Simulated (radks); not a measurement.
Spherical quantum dot in the effective-mass picture: electrons in a parabolic well V = omega^2 r^2 / 2 with omega = 4.82, with a point charge +1 (a donor) at the centre, all in effective atomic units (hartree* = m*/eps^2 hartree, bohr* = eps/m* bohr), one dielectric constant everywhere. Method: non-relativistic Kohn-Sham, r2SCAN, spin-polarised, spherical densities, generalised Kohn-Sham scheme; computed with a radial shooting solver with Libxc functionals. Levels are named by radial order and angular momentum (1s, 1p, 1d, 2s, ...), and open shells are averaged over m. Results are scaled to m* = 0.561 and eps = 13.8, for which hartree* = 80.16 meV and bohr* = 1.302 nm. Each electron was tried in the lowest free levels, single moves between levels near the top were tried too, and the lowest total energy was kept; such a search can miss a lower state. At N = 1 the Hartree and exchange-correlation terms need not cancel, so that row can carry a self-interaction error.

| N | open shells | 2S | mu = E(N) - E(N-1) (meV) | addition energy mu(N+1) - mu(N) (meV) | rms radius (nm) |
|---|---|---|---|---|---|
| 1 | 1s(up 1, down 0) | 1 | 367.67 | 149.9 | 0.6616 |
| 2 | none | 0 | 517.61 | 532.5 | 0.6850 |
| 3 | 1p(up 1, down 0) | 1 | 1050.1 | 84.24 | 0.7863 |
| 4 | 1p(up 2, down 0) | 2 | 1134.4 | 88.41 | 0.8382 |
| 5 | 1p(up 3, down 0) | 3 | 1222.8 | 128.8 | 0.8727 |
| 6 | 1p(up 3, down 1) | 2 | 1351.5 | 80.10 | 0.9007 |
| 7 | 1p(up 3, down 2) | 1 | 1431.6 | 83.74 | 0.9232 |
| 8 | none | 0 | 1515.4 | 400.9 | 0.9425 |
| 9 | 2s(up 1, down 0) | 1 | 1916.3 | 89.25 | 0.9780 |
| 10 | none | 0 | 2005.5 | 89.88 | 1.008 |
| 11 | 1d(up 1, down 0) | 1 | 2095.4 | 70.59 | 1.033 |
| 12 | 1d(up 3, down 0) 2s(up 1, down 0) | 4 | 2166.0 | 68.18 | 1.055 |
| 13 | 1d(up 4, down 0) 2s(up 1, down 0) | 5 | 2234.2 | 72.73 | 1.075 |
| 14 | 1d(up 5, down 0) 2s(up 1, down 0) | 6 | 2306.9 | 84.81 | 1.093 |
| 15 | 1d(up 5, down 0) | 5 | 2391.7 | 91.11 | 1.109 |
| 16 | 1d(up 5, down 1) | 4 | 2482.8 | 67.80 | 1.125 |
| 17 | 1d(up 5, down 2) | 3 | 2550.6 | 68.55 | 1.139 |
| 18 | 1d(up 5, down 3) | 2 | 2619.2 | 68.81 | 1.153 |
| 19 | 1d(up 5, down 4) | 1 | 2688.0 | 68.82 | 1.165 |
| 20 | none | 0 | 2756.8 | 367.0 | 1.178 |
| 21 | 1f(up 1, down 0) | 1 | 3123.8 | 61.71 | 1.195 |
| 22 | 1f(up 2, down 0) | 2 | 3185.5 | 61.90 | 1.212 |
| 23 | 1f(up 3, down 0) | 3 | 3247.4 | 61.94 | 1.227 |
| 24 | 1f(up 4, down 0) | 4 | 3309.4 | 61.88 | 1.241 |
| 25 | 1f(up 5, down 0) | 5 | 3371.3 | 61.78 | 1.255 |
| 26 | 1f(up 6, down 0) | 6 | 3433.0 | 61.63 | 1.268 |
| 27 | 1f(up 7, down 0) | 7 | 3494.7 | 86.52 | 1.280 |
| 28 | 1f(up 7, down 1) | 6 | 3581.2 | - | 1.292 |

All shells are closed at N = 2, 8, 10, 20 (there: 1s2 1p6 1d10 2s2); the second difference of the energy has clear peaks (12 % above both neighbours; the first and last values, which can be the largest, are not judged, and half-filled shells can peak too) at N = 2, 5, 8, 20.
